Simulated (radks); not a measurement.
Spherical quantum dot in the effective-mass picture: electrons in a hard-walled sphere of radius 1.53, with a point charge +2 (a donor) at the centre, all in effective atomic units (hartree* = m*/eps^2 hartree, bohr* = eps/m* bohr), one dielectric constant everywhere. Method: non-relativistic Kohn-Sham, PBEsol, spin-polarised, spherical densities; computed with a radial shooting solver with Libxc functionals. Levels are named by radial order and angular momentum (1s, 1p, 1d, 2s, ...), and open shells are averaged over m. Results are scaled to m* = 0.047 and eps = 15.1, for which hartree* = 5.609 meV and bohr* = 17 nm. Each electron was tried in the lowest free levels, single moves between levels near the top were tried too, and the lowest total energy was kept; such a search can miss a lower state. At N = 1 the Hartree and exchange-correlation terms need not cancel, so that row can carry a self-interaction error.

\begin{tabular}{lrrrrrr}
N & open shells & 2S & E (meV) & mu = E(N) - E(N-1) (meV) & addition energy mu(N+1) - mu(N) (meV) & e(HOMO) (meV) \\ \hline
1 & 1s(up 1, down 0) & 1 & -9.39605 & -9.3961 & 8.172 & -6.2626 \\
2 & none & 0 & -10.6196 & -1.2236 & 22.93 & 1.6907 \\
3 & 1p(up 1, down 0) & 1 & 11.0822 & 21.702 & 4.785 & 24.033 \\
4 & 1p(up 2, down 0) & 2 & 37.5688 & 26.487 & 5.000 & 28.969 \\
5 & 1p(up 3, down 0) & 3 & 69.0550 & 31.486 & 6.690 & 34.012 \\
6 & 1p(up 3, down 1) & 2 & 107.231 & 38.176 & 4.685 & 40.469 \\
7 & 1p(up 3, down 2) & 1 & 150.092 & 42.861 & 4.869 & 45.279 \\
8 & none & 0 & 197.822 & 47.730 & 19.96 & 50.190 \\
9 & 1d(up 1, down 0) & 1 & 265.506 & 67.685 & 4.601 & 69.976 \\
10 & 1d(up 2, down 0) & 2 & 337.792 & 72.286 & 4.644 & 74.602 \\
11 & 1d(up 3, down 0) & 3 & 414.722 & 76.930 & 4.668 & 79.261 \\
12 & 1d(up 4, down 0) & 4 & 496.319 & 81.597 & 4.682 & 83.937 \\
13 & 1d(up 5, down 0) & 5 & 582.598 & 86.279 & 6.131 & 88.623 \\
14 & 1d(up 5, down 1) & 4 & 675.009 & 92.410 & 4.533 & 94.668 \\
15 & 1d(up 5, down 2) & 3 & 771.952 & 96.943 & 4.574 & 99.225 \\
16 & 1d(up 5, down 3) & 2 & 873.470 & 101.52 & 4.599 & 103.81 \\
17 & 1d(up 5, down 4) & 1 & 979.586 & 106.12 & 4.615 & 108.42 \\
18 & none & 0 & 1090.32 & 110.73 & 6.910 & 113.04 \\
19 & 2s(up 1, down 0) & 1 & 1207.96 & 117.64 & 7.150 & 120.60 \\
20 & none & 0 & 1332.75 & 124.79 & 17.22 & 127.81 \\
21 & 1f(up 1, down 0) & 1 & 1474.77 & 142.02 & 4.468 & 144.25 \\
22 & 1f(up 2, down 0) & 2 & 1621.25 & 146.48 & 4.478 & 148.72 \\
23 & 1f(up 3, down 0) & 3 & 1772.21 & 150.96 & 4.484 & 153.20 \\
24 & 1f(up 4, down 0) & 4 & 1927.66 & 155.45 & 4.489 & 157.69 \\
25 & 1f(up 5, down 0) & 5 & 2087.59 & 159.93 & 4.492 & 162.18 \\
26 & 1f(up 6, down 0) & 6 & 2252.02 & 164.43 & 4.495 & 166.67 \\
27 & 1f(up 7, down 0) & 7 & 2420.94 & 168.92 & 5.765 & 171.17 \\
28 & 1f(up 7, down 1) & 6 & 2595.63 & 174.69 & 4.426 & 176.90 \\
29 & 1f(up 7, down 2) & 5 & 2774.74 & 179.11 & 4.436 & 181.33 \\
30 & 1f(up 7, down 3) & 4 & 2958.29 & 183.55 & 4.443 & 185.77 \\
31 & 1f(up 7, down 4) & 3 & 3146.28 & 187.99 & 4.449 & 190.22 \\
32 & 1f(up 7, down 5) & 2 & 3338.73 & 192.44 & 4.453 & 194.67 \\
33 & 1f(up 7, down 6) & 1 & 3535.62 & 196.89 & - & 199.12 \\
\end{tabular}

All shells are closed at N = 2, 8, 18, 20 (there: 1s2 1p6 1d10 2s2); the second difference of the energy has clear peaks (12 % above both neighbours; the first and last values, which can be the largest, are not judged, and half-filled shells can peak too) at N = 2, 5, 8, 13, 20, 27.
